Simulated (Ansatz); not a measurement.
Reactions of CH$_{2}$Br$_{2}$ (`BrCBr`).

Isolated molecules relaxed with PBE0-D4/def2-TZVP in Ansatz; ΔE leaves out vibrations. CBS: MP2 limit from def2 TZ/QZ plus the TZ coupled-cluster correction, frozen cores. This one scheme is used for every species, atoms too. Functionals use def2-TZVPP. Open shells (•) are unrestricted, without spin–orbit coupling. Spin–orbit coupling would lower the free atoms: a little for C, Cl, F; clearly for Br. Bonds to Br are less sure, by a few kJ/mol each and by 10 to 20 or more in all where they break to atoms, as the def2 sets lack core-valence functions. Scalar relativity is left out up to krypton. Each species was taken in one conformer, which may not be the lowest.

```
                                reaction  PBE0-D4 (kJ/mol)  PBE-D4 (kJ/mol)  CCSD(T)/CBS(def2) (kJ/mol)
              `BrCBr` + H₂ → `CBr` + HBr               -90              -81                         -88
       `BrCBr` + Cl• → `Br[CH]Br`• + HCl               -22              -32                         -11
              `BrCBr` → Br• + `[CH2]Br`•               293              305                         306
           `BrCBr` + HCl → `ClCBr` + HBr                 5                6                           8
          `BrCBr` + `BN` → `NBCBr` + HBr               -86              -81                         -85
`BrCBr` + `[SiH3]`• → `Br[CH]Br`• + SiH₄                32               31                          33
       `BrCBr` → Br₂ + `[CH2]` (triplet)               436              444                         444
             `BrCBr` → 2 Br• + C• + 2 H•              1468             1502                        1466
              `BrCBr` → `Br[CH]Br`• + H•               417              413                         440
        `BrCBr` + F• → `Br[CH]Br`• + H–F              -152             -177                        -156
```

Largest T1 diagnostic: 0.015, for `[SiH3]`•.
